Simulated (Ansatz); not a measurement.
Basis-set extrapolation for C2H8B2Cl2, SMILES `C[B@H-]1[Cl+][B@@H-](C)[Cl+]1` (PBE0-D4/def2-TZVP geometry, frozen core, Ansatz). Multiplicity 1, RHF reference.

```
                       def2-TZVPP    def2-QZVPP
                 HF  -1048.888539  -1048.920048
    MP2 correlation     -0.975563     -1.050653
CCSD(T) correlation     -1.090554       not run
```

Energies in hartree. Use E(X) = E(∞) + A·exp(−7.88·√X) for Hartree–Fock and E(X) = E(∞) + B·X^(−2.97) for correlation, with X = 3 and 4, and add CCSD(T) minus MP2 of the smaller set to the MP2 limit.

What is the CCSD(T) energy at the basis-set limit?

HF limit: -1048.920048 + (-0.031509) × 0.13774 = -1048.92439. MP2 limit: -1.050653 + (-0.075090) × 0.74074 = -1.10628. Higher-order term: -1.090554 − (-0.975563) = -0.11499. Total: -1050.14566 hartree, 104.5 kcal/mol below CCSD(T)/def2-TZVPP.
